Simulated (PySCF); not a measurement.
Work out the structure from these simulated measurements.

Elements present: C and H. Monoisotopic mass: 96.0939 u.

- 13C NMR: chemical shifts (computed TMS as zero) by class: 141.0 (1 C), 139.0 (1 C), 49.7 (1 C), 38.0 (1 C), 30.9 (1 C), 29.3 (1 C), 8.8 (1 C) ppm [GIAO PBE0/pcSseg-1]
- Polarisability: 79.0 au [PBE0/def2-SVPD]
- Triplet: lowest triplet excitation (Tamm–Dancoff): 4.34 eV [TDA PBE0/def2-SVPD]
- UV, first state: lowest singlet excitation: 6.53 eV (190 nm, f = 0.052) [TDDFT PBE0/def2-SVPD]
- UV, strongest line: among the 6 lowest singlet transitions: S2 at 6.84 eV (181 nm, f = 0.148) [TDDFT PBE0/def2-SVPD]
- 1H NMR: chemical shifts (computed TMS as zero) by class: 5.95 (1 H), 5.67 (1 H), 3.12 (1 H), 2.51 (1 H), 2.48 (1 H), 2.16 (1 H), 1.53 (1 H), 1.52 (1 H), 1.44 (1 H), 0.81 (3 H) ppm [GIAO PBE0/pcSseg-1]
- Rotational structure: rotational constants A, B, C: 4.159, 2.185, 2.081 GHz [GFN2-xTB]
- Dipole: 0.17 D [PBE0/def2-SVPD]

Gas-phase values; electronic properties from PySCF, density fitting. Levels stand in brackets. NMR shifts are as computed; neighbouring signals can stand in another order in a measured spectrum. The structure is a single GFN2-xTB conformer in the gas phase; no vibrational or solvent corrections. NMR values are class means; diastereotopic atoms form classes of their own.

**Question.** Which formula fits the mass and the elements?

**Answer.** C7H12 (calculated 96.0939). No other formula that holds each of these elements comes within 0.0003 u with a fitting electron parity and a possible valence count.

**Question.** What is the compound? Reason from the data.

**Answer.** Numbering: `[CH3:1][CH2:2][C@@H:3]1[CH:4]=[CH:5][CH2:6][CH2:7]1`. Its formula, C7H12, gives 2 degrees of unsaturation: 1 ring and 1 π bond in the structure found. 7 carbons fall into 7 classes; from least to most shielded: alkene CH carbon [C4] (141.0 ppm), alkene CH carbon [C5] (139.0 ppm), allylic carbon [C3] (49.7 ppm), allylic carbon [C6] (38.0 ppm), chain CH2 carbon [C2] (30.9 ppm), ring CH2 carbon [C7] (29.3 ppm), methyl carbon [C1] (8.8 ppm). Hydrogen classes from least to most shielded: 1 H on an alkene CH carbon, C5 (5.95 ppm), 1 H on an alkene CH carbon, C4 (5.67 ppm), 1 H on an allylic carbon, C3 (3.12 ppm), 1 H on an allylic carbon, C6 (2.51 ppm), 1 H on an allylic carbon, C6 (2.48 ppm), 1 H on a ring CH2 carbon, C7 (2.16 ppm), 1 H on a ring CH2 carbon, C7 (1.53 ppm), 1 H on a chain CH2 carbon, C2 (1.52 ppm), 1 H on a chain CH2 carbon, C2 (1.44 ppm), 3 H on a methyl carbon, C1 (0.81 ppm). By its constants the optimised geometry is an asymmetric top. Structure: 3-ethylcyclopentene, `CC[C@@H]1C=CCC1`. Computed isomers that give other values at the same levels: `C=C(C)CC1CC1` (rotational constant A: 5.475 GHz; this holds for the one conformer computed); `C=C=CC(C)(C)C` (13C chemical shifts (computed TMS as zero) by class: 218.2 (1 C), 107.9 (1 C), 80.4 (1 C), 33.8 (1 C), 31.8 (3 C) ppm); `C1C[C@H]2CC[C@@H]1C2` (13C chemical shifts (computed TMS as zero) by class: 39.8 (2 C), 39.8 (1 C), 32.5 (4 C) ppm). The assignments are read from this structure; whether some other isomer fits the data as well wasn't checked. The mirror image fits equally.
